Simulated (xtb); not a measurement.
AuCl4 (SMILES [Cl][Au-]([Cl])([Cl])[Cl]), charge -1, singlet, at a GFN2-xTB geometry (such geometries of metal compounds can be far from the true shape); GFN2-xTB run with xtb.

The xtb input:
```
$ xtb mol.xyz --gfn 2 --chrg -1 --ohess --json

# file mol.xyz
5

Au    -0.00000000     0.00000000    -0.00000000
Cl     2.10237282    -0.85465654     0.00310144
Cl     0.85465979     2.10237254    -0.00228057
Cl    -2.10237282     0.85465654    -0.00310144
Cl    -0.85465979    -2.10237254     0.00228057
```

The log (banner, timings and long lists left out):

```
   ID    Z sym.   atoms
    1   79 Au     1
    2   17 Cl     2-5

           -------------------------------------------------
          |                Calculation Setup                |
           -------------------------------------------------

           -------------------------------------------------
          |                 G F N 2 - x T B                 |
           -------------------------------------------------

          ...................................................
          :                      SETUP                      :
          :.................................................:
          :  # basis functions                  50          :
          :  # atomic orbitals                  45          :
          :  # shells                           15          :
          :  # electrons                        40          :
          :  max. iterations                   250          :
          :  Hamiltonian                  GFN2-xTB          :
          :  restarted?                      false          :
          :  GBSA solvation                  false          :
          :  PC potential                    false          :
          :  electronic temp.          300.0000000     K    :
          :  accuracy                    1.0000000          :
          :  -> integral cutoff          0.2500000E+02      :
          :  -> integral neglect         0.1000000E-07      :
          :  -> SCF convergence          0.1000000E-05 Eh   :
          :  -> wf. convergence          0.1000000E-03 e    :
          :  Broyden damping             0.4000000          :
          :  net charge                         -1          :
          :  unpaired electrons                  0          :
          ...................................................

 iter      E             dE          RMSdq      gap      omega  full diag
   1    -22.2701515 -0.222702E+02  0.746E+00    2.12       0.0  T
   2    -22.4230960 -0.152945E+00  0.652E+00    1.74       1.0  T
   3    -22.4295842 -0.648827E-02  0.455E+00    1.86       1.0  T
   4    -22.4319987 -0.241450E-02  0.758E-01    1.95       1.0  T
   5    -22.4321268 -0.128054E-03  0.410E-01    1.91       1.0  T
   6    -22.4322558 -0.128997E-03  0.983E-02    1.94       1.0  T
   7    -22.4322632 -0.745430E-05  0.384E-02    1.93       1.2  T
   8    -22.4322661 -0.282967E-05  0.109E-02    1.93       4.1  T
   9    -22.4322662 -0.122030E-06  0.173E-03    1.93      25.9  T
  10    -22.4322662 -0.685430E-08  0.327E-04    1.93     136.8  T
  11    -22.4322662 -0.578986E-10  0.178E-05    1.93    2514.2  T

   *** convergence criteria satisfied after 11 iterations ***

         :::::::::::::::::::::::::::::::::::::::::::::::::::::
         ::                     SUMMARY                     ::
         :::::::::::::::::::::::::::::::::::::::::::::::::::::
         :: total energy             -22.426859879026 Eh    ::
         :: gradient norm              0.000016526526 Eh/a0 ::
         :: HOMO-LUMO gap              1.932893866512 eV    ::
         ::.................................................::
         :: SCC energy               -22.432262577059 Eh    ::
         :: -> isotropic ES            0.139719848169 Eh    ::
         :: -> anisotropic ES         -0.007660631526 Eh    ::
         :: -> anisotropic XC         -0.010908807409 Eh    ::
         :: -> dispersion             -0.007302660176 Eh    ::
         :: repulsion energy           0.005402698033 Eh    ::
         :: add. restraining           0.000000000000 Eh    ::
         :: total charge              -1.000000000000 e     ::
         :::::::::::::::::::::::::::::::::::::::::::::::::::::

      -----------------------------------------------------------
     |                   =====================                   |
     |                        A N C O P T                        |
     |                   =====================                   |
[...]
 * total energy  :   -22.4268599 Eh     change       -0.2131628E-13 Eh
   *** GEOMETRY OPTIMIZATION CONVERGED AFTER 1 ITERATIONS ***
         :: total energy             -22.426859879026 Eh    ::
[...]
 writing <g98.out> molden fake output.
 recommended (thermochemical) frequency scaling factor: 1.0
           -------------------------------------------------
          |             Thermodynamic Functions             |
           -------------------------------------------------

d4h symmetry found (for desy threshold:  0.10E+00) used in thermo

          ...................................................
          :                      SETUP                      :
          :.................................................:
          :  # frequencies                           9      :
          :  # imaginary freq.                       0      :
          :  linear?                             false      :
          :  only rotor calc.                    false      :
          :  symmetry                              d4h      :
          :  rotational number                       8      :
          :  scaling factor                  1.0000000      :
          :  rotor cutoff                   50.0000000 cm⁻¹ :
          :  imag. cutoff                  -20.0000000 cm⁻¹ :
          :.................................................:

    mode    ω/cm⁻¹     T·S(HO)/kcal·mol⁻¹    T·S(FR)/kcal·mol⁻¹   T·S(vib)
   ------------------------------------------------------------------------
       1     63.47    -1.29589 ( 72.19%)    -0.98574 ( 27.81%)    -1.20963
       2    105.60    -0.99827 ( 95.21%)    -0.83497 (  4.79%)    -0.99046
       3    123.27    -0.90889 ( 97.36%)    -0.78915 (  2.64%)    -0.90574
       4    123.27    -0.90889 ( 97.36%)    -0.78915 (  2.64%)    -0.90574
       5    125.96    -0.89648 ( 97.58%)    -0.78276 (  2.42%)    -0.89373
       6    232.61    -0.55416 ( 99.79%)    -0.60108 (  0.21%)    -0.55426
       7    263.11    -0.48928 ( 99.87%)    -0.56459 (  0.13%)    -0.48938
       8    295.89    -0.42934 ( 99.92%)    -0.52980 (  0.08%)    -0.42942
       9    295.89    -0.42934 ( 99.92%)    -0.52980 (  0.08%)    -0.42942
   ------------------------------------------------------------------------

   temp. (K)  partition function   enthalpy   heat capacity  entropy
                                   cal/mol     cal/K/mol   cal/K/mol   J/K/mol
 298.15  VIB   370.                 3407.126     16.204     22.834
         ROT  0.942E+05              888.752      2.981     25.742
         INT  0.349E+08             4295.878     19.185     48.576
         TR   0.603E+28             1481.254      4.968     43.335
         TOT                        5777.1319    24.1534    91.9118   384.5588

       T/K    H(0)-H(T)+PV         H(T)/Eh          T*S/Eh         G(T)/Eh
   ------------------------------------------------------------------------
    298.15    0.920645E-02    0.129178E-01    0.436702E-01   -0.307525E-01
   ------------------------------------------------------------------------

         :::::::::::::::::::::::::::::::::::::::::::::::::::::
         ::                  THERMODYNAMIC                  ::
         :::::::::::::::::::::::::::::::::::::::::::::::::::::
         :: total free energy         -22.457612372114 Eh   ::
         ::.................................................::
         :: total energy              -22.426859879026 Eh   ::
         :: zero point energy           0.003711305535 Eh   ::
         :: G(RRHO) w/o ZPVE           -0.034463798623 Eh   ::
         :: G(RRHO) contrib.           -0.030752493088 Eh   ::
         :::::::::::::::::::::::::::::::::::::::::::::::::::::

optimized geometry written to: xtbopt.xyz

           -------------------------------------------------
          | TOTAL ENERGY              -22.426859879026 Eh   |
          | TOTAL ENTHALPY            -22.413942127770 Eh   |
          | TOTAL FREE ENERGY         -22.457612372114 Eh   |
          | GRADIENT NORM               0.000016523298 Eh/α |
          | HOMO-LUMO GAP               1.932894061417 eV   |
           -------------------------------------------------

normal termination of xtb
```
